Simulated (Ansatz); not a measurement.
Start from `N[SiH](O)[Si](N)(Cl)Cl` and change one atom or group to get `C[Si](N)(Cl)Cl`.

Ansatz, PBE0-D4/def2-TZVP geometries, multiplicity 1. Each molecule was computed in one conformer, which needn't be the lowest.

```tsv
property	`N[SiH](O)[Si](N)(Cl)Cl`
HOMO energy (PBE0/def2-TZVPP) / eV	-7.64
HOMO–LUMO gap (PBE/def2-TZVPP) / eV	5.39
HOMO–LUMO gap (PBE0/def2-TZVPP) / eV	7.53
LUMO energy (ωB97M-V/def2-TZVPP) / eV	1.58
size of the dipole moment (ωB97M-V/def2-TZVPP) / D	3.04
HOMO energy (B3LYP/def2-TZVPP) / eV	-7.43
```

Problem. Give the same properties after the change, and the shifts. (An estimate is asked.)

Solution. Ansatz gave: 
```csv
property,`C[Si](N)(Cl)Cl`,shift
HOMO energy (PBE0/def2-TZVPP) / eV,-8.03,-0.39
HOMO–LUMO gap (PBE/def2-TZVPP) / eV,6.38,0.99
HOMO–LUMO gap (PBE0/def2-TZVPP) / eV,8.69,1.16
LUMO energy (ωB97M-V/def2-TZVPP) / eV,2.08,0.50
size of the dipole moment (ωB97M-V/def2-TZVPP) / D,2.40,-0.64
HOMO energy (B3LYP/def2-TZVPP) / eV,-7.76,-0.33
```

With PBE0 the HOMO falls by 0.39 eV and the LUMO rises by 0.78 eV, so the gap widens by about 1.17 eV. PBE moves the HOMO by -0.23 eV and ωB97M-V by -0.63 eV. Dipoles are sizes alone; their direction can turn.

B3LYP here is the variant with VWN-RPA as its local correlation; programs differ in this.
